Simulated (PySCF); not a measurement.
Te (tellurium, neutral): UHF calculation

Configuration: [Kr] 4d10 5s2 5p4, high-spin 3P determinant. Computed with PySCF 2.14 in x2c-QZVPPall (13s9p7d4f1g, 112 functions), with the spin-free X2C one-electron Hamiltonian (Gaussian nucleus).

- Total energy: -6790.944564 hartree
- One-electron energy: -9319.9687 hartree
- Hartree (Coulomb) energy: 2703.8863 hartree
- Exchange energy: -174.8621 hartree
- ⟨S²⟩: 2.0129
- ⟨L²⟩: 2.053
- Sum of ⟨r⟩: 37.53 bohr
- Sum of ⟨r²⟩: 62.22 bohr²
- Traceless quadrupole moment −½Σ⟨3z² − r²⟩ along its main axis: -3.31 e·bohr²
- Langevin diamagnetic susceptibility: -49.3 ×10⁻⁶ cm³/mol

```
shell  electrons  mean orbital energy (hartree)  spread (hartree)  rms radius, mean of both spins (bohr)
 1s α          1                    -1174.94464                 0                                 0.0318
 1s β          1                    -1174.94078                 0                                 0.0318
 2s α          1                     -183.75335                 0                                  0.130
 2s β          1                     -183.75212                 0                                  0.130
 2p α          3                     -164.80659           0.00291                                  0.116
 2p β          3                     -164.80321           0.00098                                  0.116
 3s α          1                      -38.10569                 0                                  0.343
 3s β          1                      -38.10144                 0                                  0.343
 3p α          3                      -31.78121           0.00794                                  0.343
 3p β          3                      -31.77499           0.00019                                  0.343
 3d α          5                      -22.18428           0.00658                                  0.322
 3d β          5                      -22.18208           0.00416                                  0.322
 4s α          1                       -7.11253                 0                                  0.814
 4s β          1                       -7.10143                 0                                  0.814
 4p α          3                       -5.05764           0.01813                                  0.877
 4p β          3                       -5.04480           0.00009                                  0.877
 4d α          5                       -1.95720           0.02009                                   1.05
 4d β          5                       -1.94764           0.01062                                   1.05
 5s α          1                       -0.83041                 0                                   2.29
 5s β          1                       -0.66546                 0                                   2.29
 5p α          3                       -0.37966           0.05516                                   2.86
 5p β          1                       -0.31222                 0                                   2.86
```

Densities and radii are taken from the X2C orbitals without a picture-change correction, which distorts them close to the nucleus.

Spin-orbit constants ζ (cm⁻¹) from the X2C one-electron operator on these orbitals: bare nucleus, nucleus screened by l(l+1)(2l+1)/3 electrons, and screened by the Breit-Pauli mean field of the electrons.

```json
{"shell": "2p", "bare": "1462000", "screened nucleus": "1406000", "mean field": "n/a"}
{"shell": "3p", "bare": "276300", "screened nucleus": "265700", "mean field": "n/a"}
{"shell": "3d", "bare": "41920", "screened nucleus": "33860", "mean field": "n/a"}
{"shell": "4p", "bare": "49900", "screened nucleus": "47980", "mean field": "n/a"}
{"shell": "4d", "bare": "5556", "screened nucleus": "4488", "mean field": "n/a"}
{"shell": "5p", "bare": "3914", "screened nucleus": "3764", "mean field": "n/a"}
```

To first order the Landé constant is A = -1882 cm⁻¹, so the lowest level has J = 2 and lies 0.233 eV below the centre of the term. This holds in LS coupling only.
